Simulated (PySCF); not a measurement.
## Exercise with solution: oscillator strength and radiative lifetime

C3H4BNO2, SMILES O=CB(O)CC#N.

Geometry: B3LYP-D3(BJ)/def2-SVP. This is a generated structure with no PubChem entry under its InChIKey; it may be hypothetical. The values are those of a single conformer.

TDA-PBE/def2-SVPD (PySCF 2.14.0) puts the first singlet state with f over 0.02 at 6.27 eV (vertical), with the transition dipole (-0.399, -0.243, 0.000) in atomic units.

**Question.** Find the oscillator strength, the wavelength and the radiative lifetime that this transition would have in vacuum if emission retraced absorption.

**Answer.** 
|μ|² = 0.2182 au, so |μ| = 1.19 D. ΔE = 6.27/27.211 = 0.2304 hartree. f = (2/3) ΔE |μ|² = 0.034 (the program prints 0.034).
λ = 1239.84/6.27 = 198 nm; ν = 50571 cm⁻¹.
Einstein's coefficient A = 0.6670 ν² f s⁻¹ (ν in cm⁻¹) = 5.7e7 s⁻¹, so τ = 1/A = 17 ns. This state is S10; the lower singlets have f = 0.000, 0.000, 0.001, 0.000, 0.000, 0.005, 0.000, 0.004, 0.001. The figure is the radiative limit of this one transition; relaxation, internal conversion, crossing to triplets and a medium change what is measured.
